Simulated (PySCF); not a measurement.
## Identify the compound

Molecular formula: C5H10Cl2OSi2. Simulated spectra:

¹H NMR (500 MHz, computed): δ 6.81 (m, 1H), 6.74 (m, 1H), 6.28 (m, 1H), 5.90 (d, 1H), 5.12 (m, 1H), 5.03 (m, 1H), 4.97 (s, 3H), 4.78 (m, 1H).

¹³C{¹H} NMR (computed): δ 167.8 (C), 148.2 (CH2), 137.0 (CH), 110.4 (CH2), 71.9 (CH).

[PySCF: shielding tensors at PBE0/pcSseg-1 (GIAO); geometry: GFN2-xTB; non-relativistic; a single conformation; one averaged value for each set of equivalent atoms; isolated molecule]

Shifts are taken against calculated references (same method and geometry level): ¹H (31.72 ppm) and ¹³C (186.93 ppm) against TMS.

Task: What is the structure?

Result: 
- The formula gives 2 degrees of unsaturation (no ring in the answer).
- 5 carbon signals for 5 carbons: no two carbons are equivalent.
- Carbon types of the structure: 1 × C, 2 × CH, 2 × CH2, leaving 4 H on heteroatoms.
- δC 167.8: alkene carbon bearing oxygen; an sp2 carbon further deshielded by the attached heteroatom.
- δC 148.2: terminal =CH2 carbon; the olefinic region.
- δC 137.0: alkene CH; as expected for a trigonal carbon in a double bond.
- δC 110.4: β carbon of an enol-ether or enamine type C=C; the O or N lone pair pushes π density onto this β carbon and shields it.
- δC 71.9: sp3 CH bonded to 2 Cl and Si; 2 electronegative neighbours deshield it.
- δH 6.81, 6.28: hydrogen on a terminal =CH2 carbon; a vinylic proton, deshielded by the sp2 carbon and the C=C anisotropy.
- δH 5.90: hydrogen on an sp3 CH bonded to 2 Cl and Si; its carbon carries Cl, an electronegative neighbour.

Structure: `ClC([Si@@H](C=C)C(=C)O[SiH3])Cl`.

The data come from this structure; uniqueness wasn't tested.

Carbons that carry Cl, above all several Cl atoms, come out too deshielded, partly because spin–orbit coupling is missing. Shifts are as computed. Against solution values, carbons near 30 ppm lie about +3 ppm off and those near 130 ppm about +5 ppm; carbons on Cl a further +6 ppm. Of 1211 compounds with measured shifts, 218 miss one by over three times the rms of a fit or turn the order of signals round; such compounds aren't used in these exercises. No couplings were computed; multiplicities are counted from neighbouring protons, with m where these are inequivalent, close in shift, in a saturated or five-membered ring or joined by F or P, and br s for small geminal =CH2 splittings.
